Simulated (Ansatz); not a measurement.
Consider the ligand exchange at the Si–N bond: `CO[SiH2]N[SiH2]Cl` + `FCS` → `FCS[SiH2]Cl` + `CO[SiH2]N`.

Program: Ansatz. Geometries: PBE0-D4/def2-TZVP. ΔE: electronic, gas phase. CCSD(T)/CBS adds triple-zeta CCSD(T) − MP2 to the extrapolated MP2 energy (def2 sets, frozen cores). This one scheme is used for every species. DFT in def2-TZVPP. One conformer a species, not always the lowest.

`CO[SiH2]N[SiH2]Cl`:

Z-matrix (Å, degrees):
```
C
O 1 1.410
H 1 1.091 2 108.2
H 1 1.095 2 111.2 3 119.2
H 1 1.097 2 111.4 3 -119.1
Si 2 1.635 1 123.6 3 176.3
N 6 1.730 2 113.3 1 58.2
H 6 1.488 2 111.2 1 -60.1
H 6 1.477 2 104.1 1 178.3
Si 7 1.709 6 127.0 2 60.7
H 7 1.010 6 115.6 2 -107.6
Cl 10 2.066 7 112.7 6 -92.2
H 10 1.478 7 107.9 6 25.7
H 10 1.479 7 110.8 6 149.8
```

`FCS`:

```xyz
6

F     0.599   -1.160   -0.796
C     0.340    0.102   -0.314
S    -0.309    0.097    1.352
H    -0.354    0.590   -0.998
H     1.280    0.657   -0.275
H    -1.556   -0.285    1.031
```

`FCS[SiH2]Cl`:

Cartesian coordinates in Å:
```
F 0.741 1.880 0.680
C 0.308 0.740 1.304
S -1.222 0.101 0.586
Si -0.477 -0.669 -1.247
Cl 0.951 -2.112 -0.918
H 0.079 0.974 2.345
H 1.098 -0.010 1.246
H -1.644 -1.276 -1.922
H 0.167 0.373 -2.074
```

`CO[SiH2]N`:

```xyz
11

C    -0.835   -1.001   -1.137
O    -0.187   -1.146    0.102
Si    0.851   -0.019    0.700
N     0.199    1.527    1.010
H    -1.534   -0.157   -1.128
H    -0.118   -0.849   -1.953
H    -1.398   -1.914   -1.342
H     1.939    0.213   -0.289
H     1.319   -0.629    1.963
H     0.232    2.269    0.333
H    -0.466    1.708    1.742
```

```csv
level,ΔE (kJ/mol)
PBE0-D4,8.8
B2PLYP,14.9
PBE0,6.6
SCS-MP2/def2-QZVPP,17.1
```

What does CCSD(T)/CBS give? (An estimate is asked.)

Computed: +14.8 kJ/mol. The listed levels differ from it by -6.0, 0.1, -8.2, 2.3 kJ/mol.

Largest T1 diagnostic among the species: 0.011.

In def2-TZVPP, CCSD(T) changes the Hartree–Fock value by −4.9 kJ/mol (the triples alone add −1.7 kJ/mol) and MP2 by −7.8 kJ/mol. From PBE to PBE0 (25 % exact exchange), in def2-TZVPP and without D4, ΔE moves by +3.3 kJ/mol.
